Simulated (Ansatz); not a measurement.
The molecule SiSe, closed-shell singlet (the spin of the measured ground state). No spin–orbit coupling. Se is treated without relativity.

D_e counts from the fitted minimum to each atom's lowest state at the same level, without counterpoise. The singlet is restricted.

Correlated levels freeze the inner cores; with def2 sets outer-core shells near the valence are correlated too. CBS: X⁻³ extrapolation of the correlation energy, Hartree–Fock from the larger set.

The values were computed with Ansatz (a program for electronic structure). Values without a source in brackets are computed.

| level | bond energy D_e (eV) |
|---|---|
| SVWN5/def2-TZVPP | [?] |
| PBE/def2-TZVPP | 5.817 |
| r2SCAN/def2-TZVPP | 5.655 |
| PBE0/def2-TZVPP | 5.526 |
| BHLYP/def2-TZVPP | [?] |
| CAM-B3LYP/def2-TZVPP | 5.378 |
| wB97M-V/def2-TZVPP | 5.617 |
| CCSD(T)/def2-TZVPP | 5.430 |
| CCSD(T)/CBS(def2-TZVPP, def2-QZVPP) | 5.734 |

Q: What belongs in the gaps?

A: 
- SVWN5/def2-TZVPP, bond energy D_e (eV): 6.693
- BHLYP/def2-TZVPP, bond energy D_e (eV): 5.149
